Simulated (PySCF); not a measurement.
# A survey of ²⁹Si NMR shifts

Method: shielding tensors at PBE0/pcSseg-1 (GIAO), GFN2-xTB structure, in PySCF 2.14 (one computed conformer, in vacuum, one averaged value for each set of equivalent atoms, no relativistic terms).

Shieldings were converted by a linear fit to measured shifts: ²⁹Si (scatter 8.9 ppm rms, 25.8 ppm with the 6 outliers that the fit left out vs TMS, solution or neat liquid). A few per cent of atoms miss by over 2 rms, more outside the fitted compound classes.

Give the ²⁹Si shifts of `CCO[Si@](C)(O)S`, `CC(=O)O[Si@H]([SiH3])[SiH2][SiH3]`, `C[SiH](C)O[SiH]1[SiH2]O[SiH2]1`, `C/C=C\[Si@@H](NC)C(Cl)Cl`, `F/C=C(\[SiH3])C[SiH2]N[SiH3]`, `C#C[SiH2][Si@@H](N[SiH3])[SiH2]F`, `[SiH3]O[Si@@H]1C[SiH2][SiH2]CO1`, `C[SiH2][Si@H]([SiH2]O)[SiH2]C=O`.

Answers


| compound | environment | δ (ppm) |
| --- | --- | --- |
| CCO[Si@](C)(O)S | silicon bonded to C, 2 O, S | -16.5 |
| [CH3:1][C:2](=[O:3])[O:4][Si@H:5]([SiH3:6])[SiH2:7][SiH3:8] | Si5: silicon bonded to O, 2 Si, H | -13.9 |
| [CH3:1][C:2](=[O:3])[O:4][Si@H:5]([SiH3:6])[SiH2:7][SiH3:8] | Si8: silicon bonded to Si, 3 H | -95.8 |
| [CH3:1][C:2](=[O:3])[O:4][Si@H:5]([SiH3:6])[SiH2:7][SiH3:8] | Si6: silicon bonded to Si, 3 H | -98.0 |
| [CH3:1][C:2](=[O:3])[O:4][Si@H:5]([SiH3:6])[SiH2:7][SiH3:8] | Si7: silicon bonded to 2 Si, 2 H | -106.0 |
| [CH3:1][SiH:2]([CH3:3])[O:4][SiH:5]1[SiH2:6][O:7][SiH2:8]1 | Si5: silicon bonded to O, 2 Si, H, in a 4-membered ring | 16.6 |
| [CH3:1][SiH:2]([CH3:3])[O:4][SiH:5]1[SiH2:6][O:7][SiH2:8]1 | Si6/8: silicon bonded to O, Si, 2 H, in a 4-membered ring (×2) | -0.4 |
| [CH3:1][SiH:2]([CH3:3])[O:4][SiH:5]1[SiH2:6][O:7][SiH2:8]1 | Si2: silicon bonded to 2 C, O, H | -8.3 |
| C/C=C\[Si@@H](NC)C(Cl)Cl | silicon bonded to 2 C, N, H | -33.3 |
| [F:1]/[CH:2]=[C:3](\[SiH3:4])[CH2:5][SiH2:6][NH:7][SiH3:8] | Si6: silicon bonded to C, N, 2 H | -42.0 |
| [F:1]/[CH:2]=[C:3](\[SiH3:4])[CH2:5][SiH2:6][NH:7][SiH3:8] | Si8: silicon bonded to N, 3 H | -53.4 |
| [F:1]/[CH:2]=[C:3](\[SiH3:4])[CH2:5][SiH2:6][NH:7][SiH3:8] | Si4: silicon bonded to C, 3 H | -72.1 |
| [CH:1]#[C:2][SiH2:3][Si@@H:4]([NH:5][SiH3:6])[SiH2:7][F:8] | Si7: silicon bonded to F, Si, 2 H | -7.2 |
| [CH:1]#[C:2][SiH2:3][Si@@H:4]([NH:5][SiH3:6])[SiH2:7][F:8] | Si4: silicon bonded to N, 2 Si, H | -47.0 |
| [CH:1]#[C:2][SiH2:3][Si@@H:4]([NH:5][SiH3:6])[SiH2:7][F:8] | Si6: silicon bonded to N, 3 H | -50.7 |
| [CH:1]#[C:2][SiH2:3][Si@@H:4]([NH:5][SiH3:6])[SiH2:7][F:8] | Si3: silicon bonded to C, Si, 2 H | -93.6 |
| [SiH3:1][O:2][Si@@H:3]1[CH2:4][SiH2:5][SiH2:6][CH2:7][O:8]1 | Si3: silicon bonded to C, 2 O, H, in a 6-membered ring | -35.7 |
| [SiH3:1][O:2][Si@@H:3]1[CH2:4][SiH2:5][SiH2:6][CH2:7][O:8]1 | Si1: silicon bonded to O, 3 H | -40.9 |
| [SiH3:1][O:2][Si@@H:3]1[CH2:4][SiH2:5][SiH2:6][CH2:7][O:8]1 | Si5: silicon bonded to C, Si, 2 H, in a 6-membered ring | -77.9 |
| [SiH3:1][O:2][Si@@H:3]1[CH2:4][SiH2:5][SiH2:6][CH2:7][O:8]1 | Si6: silicon bonded to C, Si, 2 H, in a 6-membered ring | -82.3 |
| [CH3:1][SiH2:2][Si@H:3]([SiH2:4][OH:5])[SiH2:6][CH:7]=[O:8] | Si4: silicon bonded to O, Si, 2 H | -32.2 |
| [CH3:1][SiH2:2][Si@H:3]([SiH2:4][OH:5])[SiH2:6][CH:7]=[O:8] | Si6: silicon bonded to C, Si, 2 H | -66.5 |
| [CH3:1][SiH2:2][Si@H:3]([SiH2:4][OH:5])[SiH2:6][CH:7]=[O:8] | Si2: silicon bonded to C, Si, 2 H | -67.3 |
| [CH3:1][SiH2:2][Si@H:3]([SiH2:4][OH:5])[SiH2:6][CH:7]=[O:8] | Si3: silicon bonded to 3 Si, H | -128.2 |
